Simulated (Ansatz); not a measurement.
`C=C[NH][GeH3]` + `C#CCO` → `C#CCOC=C` + `[NH2][GeH3]`  (substitution at a C–N bond)

Calculated with Ansatz (gas phase, PBE0-D4/def2-TZVP geometries, no zero-point term in ΔE). CCSD(T)/CBS adds triple-zeta CCSD(T) − MP2 to the extrapolated MP2 energy (def2 sets, frozen cores). This one scheme is used for every species. DFT in def2-TZVPP. For Ge outer-core shells are correlated without core-valence functions, which leaves a few kJ/mol of doubt a bond. Scalar relativity is left out up to krypton. Each species was taken in one conformer, which may not be the lowest.

`C=C[NH][GeH3]`:

Z-matrix (Å, degrees):
```
Ge
N 1 1.840
H 1 1.534 2 106.4
H 1 1.543 2 112.4 3 120.4
H 1 1.535 2 106.4 3 -119.7
C 2 1.378 1 123.3 3 165.5
H 2 1.009 1 117.7 3 -40.0
C 6 1.334 2 126.9 1 159.0
H 6 1.088 2 113.8 1 -22.9
H 8 1.085 6 122.0 2 -2.2
H 8 1.081 6 120.2 2 176.9
```

`C#CCO`:

```xyz
8

C     0.421    0.037   -1.823
C     0.267    0.162   -0.640
C     0.073    0.265    0.802
O    -1.120   -0.338    1.251
H     0.555   -0.061   -2.875
H     0.952   -0.156    1.309
H     0.011    1.318    1.089
H    -1.160   -1.227    0.887
```

`C#CCOC=C`:

Cartesian coordinates in Å:
```
C 0.754 2.315 2.088
C 0.535 1.366 1.391
C 0.292 0.192 0.574
O -0.441 0.561 -0.577
C -0.735 -0.441 -1.427
C -0.423 -1.729 -1.318
H 0.944 3.163 2.703
H 1.246 -0.264 0.279
H -0.269 -0.556 1.150
H -1.295 -0.055 -2.271
H -0.742 -2.404 -2.100
H 0.133 -2.148 -0.492
```

`[NH2][GeH3]`:

Z-matrix (Å, degrees):
```
Ge
N 1 1.843
H 1 1.536 2 106.9
H 1 1.548 2 114.5 3 -120.5
H 1 1.536 2 106.8 3 119.0
H 2 1.011 1 113.7 3 59.1
H 2 1.011 1 113.6 3 -176.9
```

**Question.** Is it downhill or uphill in electronic energy at CCSD(T)/CBS, and by how much? (Best estimate.)

**Answer.** Ansatz gave: Uphill: ΔE = +2.8 kcal/mol.

**Question.** What do these levels give: revPBE-D4, BLYP-D4, B97M-V, PBE, BLYP, MP2/def2-SVP? (Estimate.)

**Answer.** The calculation gave: revPBE-D4 3.5, BLYP-D4 3.0, B97M-V 1.9, PBE 3.2, BLYP 2.9, MP2/def2-SVP 3.3 kcal/mol.

Largest T1 diagnostic among the species: 0.013.

Leaving LDA and LC-ωPBE aside and taking each functional with its dispersion term where it has one, the values, not all of them listed here, spread over 1.7 kcal/mol, from B97M-V to HSE06-D4.
